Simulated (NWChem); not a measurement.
System: C2H4N2Si; SMILES [SiH2]1N=CC=N1

```xyz
9

C      0.0000     0.7640    -1.2144
N      0.0000     1.3635    -0.0730
Si     0.0000     0.0000     1.1101
N      0.0000    -1.3635    -0.0730
C      0.0000    -0.7640    -1.2144
H      0.0000     1.3253    -2.1759
H     -1.2363     0.0000     1.9557
H      1.2363     0.0000     1.9557
H      0.0000    -1.3253    -2.1759
```
Atoms are numbered in this order, from 1.

The geometry was optimised at PBE-D3(BJ)/def2-SVP.

 Unshifted, non-relativistic core excitations; the lowest 4 roots alone, so stronger bands may lie above.

**Question.** List the first Si K-edge excitations from PBE0/6-311G** (spherical d), restricted-window TDA (NWChem).

**Answer.** 
```
state  energy (eV)  dipole oscillator strength           leading excitation (squared amplitude)
-----  -----------  --------------------------  -----------------------------------------------
S1          1799.1                      0.0003    1s of atom 3 or its equivalents → LUMO (1.00)
S2          1801.4                      0.0037  1s of atom 3 or its equivalents → LUMO+1 (0.97)
S3          1802.0                      0.0022  1s of atom 3 or its equivalents → LUMO+2 (0.96)
S4          1802.8                      0.0000  1s of atom 3 or its equivalents → LUMO+3 (1.00)
```
